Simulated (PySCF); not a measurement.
Geometry:
```tsv
atom	x (Å)	y (Å)	z (Å)
C1	3.791	-0.380	-0.328
N2	2.450	-0.294	-0.831
C3	1.578	0.354	-0.172
Si4	-0.185	0.361	-0.830
C5	-1.222	-1.068	-0.132
C6	-2.659	-0.538	0.063
Si7	-2.494	1.285	0.557
O8	-1.044	1.667	-0.202
H9	4.060	-1.441	-0.190
H10	4.489	0.016	-1.084
H11	3.948	0.158	0.628
H12	1.836	0.856	0.790
H13	-0.158	0.418	-2.318
H14	-0.782	-1.347	0.841
H15	-1.185	-1.974	-0.759
H16	-3.235	-1.138	0.786
H17	-3.214	-0.578	-0.890
H18	-2.365	1.476	2.034
H19	-3.596	2.155	0.053
```

Geometry: PBE0-D3(BJ)/def2-SVP; GIAO shifts from PySCF 2.14.0 with density-fitted response routines, gas phase, non-relativistic, averaged over equivalent atoms.

At PBE0/pcSseg-1 (205 basis functions, 84 s wall time on 1 thread of an Arm Neoverse N1, shared host):
| atoms | δ (ppm) |
| --- | --- |
| C3 | 183.7 |
| C1 | 57.7 |
| C5 | 9.0 |
| C6 | 8.3 |
| N2 | 453.6 |
| Si7 | 2.7 |
| Si4 | 0.6 |
| O8 | 44.8 |
| H12 | 8.57 |
| H19 | 5.14 |
| H18 | 5.00 |
| H13 | 4.89 |
| H9/H10/H11 | 3.65 |
| H15 | 1.10 |
| H16 | 1.00 |
| H17 | 0.96 |
| H14 | 0.62 |

δ = σ(ref) − σ, references computed at the same level: 13C (σref 184.41), 29Si (σref 351.99), 1H (σref 31.27) against TMS; NH3 for 15N (σref 265.67); 17O (σref 334.56) against H2O.

Q: What do these become at WP04/pcSseg-1?

A: 
```
     atoms  δ at WP04/pcSseg-1  change
        C3               182.8    -0.9
        C1                57.5    -0.2
        C5                11.0    +2.0
        C6                10.3    +2.0
        N2               432.2   -21.4
       Si7                -8.6   -11.3
       Si4               -11.7   -12.3
        O8                31.7   -13.1
       H12                8.13   -0.44
       H19                4.36   -0.78
       H18                4.25   -0.75
       H13                4.23   -0.66
H9/H10/H11                3.44   -0.21
       H15                1.02   -0.08
       H16                0.90   -0.10
       H17                0.83   -0.13
       H14                0.56   -0.06
```

δ = σ(ref) − σ, references computed at the same level: 13C (172.44 ppm), 29Si (338.69 ppm), 1H (31.56 ppm) vs TMS; 15N (246.90 ppm) against NH3; 17O (317.54 ppm) vs H2O.

The largest change is at N2 (imine nitrogen). Cost: 205 basis functions, 61 s wall time on 1 thread of an Arm Neoverse N1, shared host. The order of the carbon signals is the same at both levels.

Experimental scales use liquid or dissolved standards, which lie at an offset from isolated NH3 (liquid NH3: subtract about 20 ppm) and H2O (liquid H2O: subtract about 36 ppm). Unscaled 15N shifts of sp2 nitrogen come out 20 to 40 ppm too high even then.
